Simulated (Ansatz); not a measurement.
Cost and result for the atomization energy of CH$_{9}$AlBNSi, SMILES `BN([SiH3])[CH2][AlH2]` (14 atoms, 13 bonds).

Cartesian coordinates in Å:
```
B -1.030 0.909 -0.354
N -0.357 -0.139 0.234
Si -1.080 -1.265 1.371
C 1.072 -0.352 -0.099
Al 1.441 1.127 -1.387
H -2.175 1.183 -0.170
H -0.422 1.642 -1.143
H -2.500 -0.895 1.580
H -0.969 -2.639 0.817
H -0.325 -1.203 2.648
H 1.205 -1.356 -0.517
H 1.671 -0.310 0.817
H 2.099 2.471 -0.849
H 1.370 0.826 -2.947
```

Total charge 0; spin multiplicity 1. The geometry is a stationary point of PBE0-D4/def2-TZVP. It is one conformer, not always the lowest. Program: Ansatz. All runs use 4 threads of an Arm Neoverse V1 on a shared host. Times are those of one run each, without the atoms' runs, and a repeat can differ threefold. Electronic energies, without spin–orbit coupling; frozen cores. CCSD(T)/CBS adds CCSD(T) − MP2 in def2-TZVPP to the MP2 limit, and its time is that of the two runs behind it. T1 = 0.013. B3LYP takes the VWN-RPA correlation (the form of Gaussian; ORCA's B3LYP/G).

CCSD(T)/CBS is a level of theory with its own doubt, some kJ/mol a heavy atom from the limit and from the frozen cores, so smaller differences don't rank the functionals.

```csv
level,functions,wall time,atomization (kJ/mol),difference from CCSD(T)/CBS,per bond
PBE-D4/def2-TZVPP (with forces),303,4.1 s,4669.1,21.4,1.6
PBE0-D4/def2-TZVPP,303,5.5 s,4630.4,-17.3,-1.3
r2SCAN-D4/def2-TZVPP (with forces),303,8.5 s,4654.8,7.1,0.5
B3LYP-D4/def2-TZVPP (with forces),303,8.5 s,4667.9,20.2,1.6
B2PLYP/def2-TZVPP,303,9 s,4601.8,-45.9,-3.5
ωB97X-V/def2-TZVPP,303,14 s,4680.3,32.6,2.5
ωB97M-V/def2-TZVPP (with forces),303,20 s,4672.7,25.0,1.9
MP2/def2-QZVPP,581,44 s,4622.8,-24.9,-1.9
CCSD(T)/def2-TZVPP,303,17 min,4533.8,-113.9,-8.8
CCSD(T)/CBS(def2),–,18 min,4647.7,0.0,0.0
```

In def2-TZVPP, CCSD(T) changes the Hartree–Fock value by +1042.7 kJ/mol (the triples alone add +53.2 kJ/mol) and MP2 by +1063.3 kJ/mol; breaking electron pairs costs correlation energy, which Hartree–Fock lacks. The D4 term adds +52.3 kJ/mol with B3LYP and +27.6 kJ/mol with PBE0; it sums over pairs of atoms, weighted by their polarisabilities, and B3LYP, whose exchange is more repulsive, gets the larger term. From PBE to PBE0 (25 % exact exchange), in def2-TZVPP and without D4, the atomization energy moves by −33.9 kJ/mol: exact exchange takes away binding that semilocal exchange gives to molecules.
